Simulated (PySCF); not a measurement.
Sn(NH2)(SH) (H₃NSSn), SMILES [NH2][Sn][SH] (connectivity only; charge and spin as stated), neutral, multiplicity 1.

Geometry: B3LYP-D3(BJ)/def2-SVP. The def2 effective core potentials stand for the cores of Sn; spin–orbit coupling is left out. Other conformers were not sampled.

The numbers are results of PySCF with TDDFT-ωB97X/def2-SVPD, not measurements.

Vertical excitations. The molecule is in vacuum. State labels are in the subgroup Cs.

Computed lowest excited states:
```csv
state,symmetry,energy (eV),λ (nm),f,main pairs
S1,A",4.05,306,0.038,HOMO→LUMO 99 %
S2,A',4.59,270,0.022,HOMO−1→LUMO 92 %
S3,A',5.49,226,0.044,HOMO−2→LUMO 91 %
S4,A",5.60,222,0.020,HOMO−1→LUMO+1 87 %
S5,A',6.09,203,0.572,HOMO→LUMO+1 85 %
S6,A",6.20,200,0.012,"HOMO−3→LUMO 43 %, HOMO−2→LUMO+1 30 %, HOMO−1→LUMO+3 14 %, HOMO−1→LUMO+2 7 %"
S7,A",6.23,199,0.043,"HOMO−1→LUMO+2 36 %, HOMO−3→LUMO 26 %, HOMO−1→LUMO+4 17 %, HOMO−1→LUMO+3 7 %"
S8,A",6.35,195,0.001,"HOMO−2→LUMO+1 27 %, HOMO−3→LUMO 25 %, HOMO−1→LUMO+3 13 %, HOMO−1→LUMO+2 10 %"
S9,A',6.59,188,0.224,"HOMO→LUMO+2 72 %, HOMO→LUMO+3 13 %"
S10,A",6.83,182,0.001,"HOMO−1→LUMO+3 50 %, HOMO−2→LUMO+1 33 %"
T1,A",3.20,387,0,HOMO→LUMO 95 %
T2,A',3.84,323,0,"HOMO−1→LUMO 84 %, HOMO−2→LUMO 13 %"
T3,A',4.63,268,0,HOMO−2→LUMO 81 %
T4,A',4.79,259,0,HOMO→LUMO+1 86 %
```
Triplets are in the Tamm–Dancoff approximation, which puts them higher than full response would, so one can lie above its singlet here.
